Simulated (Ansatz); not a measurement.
X2Al-Y-SiH3: PBE-D4/def2-SVP single points in Ansatz on relaxed structures, gas phase. Binding counts from free atoms in the multiplicity of their measured ground term, without zero-point energy. The structures are stationary points that may keep the symmetry of their start.

```json
{"species": "(F)2Al-O-SiH3 (AlSiOF2H3)", "atoms": "8", "state": "singlet", "geometry": "PBE0-D4/def2-SVP", "HOMO (eV)": "-7.52", "LUMO (eV)": "-1.92", "gap (eV)": "5.61", "binding per atom (eV)": "3.97", "point group (within 0.1 Å)": "Cs"}
{"species": "(Cl)2Al-O-SiH3 (AlSiCl2OH3)", "atoms": "8", "state": "singlet", "geometry": "r2SCAN-D4/def2-SVP", "HOMO (eV)": "-7.37", "LUMO (eV)": "-1.79", "gap (eV)": "5.58", "binding per atom (eV)": "3.56", "point group (within 0.1 Å)": "–"}
{"species": "(F)2Al-S-SiH3 (AlSiH3SF2)", "atoms": "8", "state": "singlet", "geometry": "r2SCAN-D4/def2-SVP", "HOMO (eV)": "-6.84", "LUMO (eV)": "-1.94", "gap (eV)": "4.90", "binding per atom (eV)": "3.65", "point group (within 0.1 Å)": "Cs"}
{"species": "(F)2Al-NH-SiH3 (AlSiNF2H4)", "atoms": "9", "state": "singlet", "geometry": "PBE-D4/def2-SVP", "HOMO (eV)": "-6.55", "LUMO (eV)": "-1.70", "gap (eV)": "4.85", "binding per atom (eV)": "3.76", "point group (within 0.1 Å)": "Cs"}
{"species": "(OH)2Al-O-SiH3 (AlSiO3H5)", "atoms": "10", "state": "singlet", "geometry": "PBE0-D4/def2-SVP", "HOMO (eV)": "-6.98", "LUMO (eV)": "-1.24", "gap (eV)": "5.74", "binding per atom (eV)": "3.86", "point group (within 0.1 Å)": "–"}
```

The gap (eV) runs from 4.85 ((F)2Al-NH-SiH3) to 5.74 ((OH)2Al-O-SiH3).
